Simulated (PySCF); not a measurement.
**Exercise with solution: chemical shift, span and skew from a shielding tensor**

CF₂, SMILES F[C]F (connectivity only; charge and spin as stated), neutral, multiplicity 1. Atoms are numbered in the order given.

```xyz
3

F      0.0000    -1.0324     0.1990
C      0.0000     0.0000    -0.5969
F      0.0000     1.0324     0.1990
```
Charge 0, spin multiplicity 1.

Geometry optimised at B3LYP-D3(BJ)/def2-TZVP. The isomer is the one that the SMILES or the coordinates give; other isomers of the formula were not compared.

GIAO shieldings from B3LYP/pcSseg-2 in PySCF, non-relativistic, no solvent. The symmetric part of the tensor of F1 has the principal values -546.2, 83.7, 230.6 ppm. The same nucleus in CFCl3 has σ = 159.6 ppm at this level (PySCF, at its B3LYP-D3(BJ)/def2-TZVP geometry).

**Question.** Work out the isotropic shielding, the ¹⁹F shift against CFCl3, the span and the skew.

**Answer.** 
σ(iso) = (σ11 + σ22 + σ33)/3 = -77.3 ppm. δ = σ(ref) − σ(iso) = 159.6 − (-77.3) = 236.9 ppm.
Span Ω = σ33 − σ11 = 776.8 ppm. Skew κ = 3(σ(iso) − σ22)/Ω = -0.62. Tumbling in solution averages the tensor to δ; in a static solid the shielding alone would spread this spin-1/2 line over Ω.
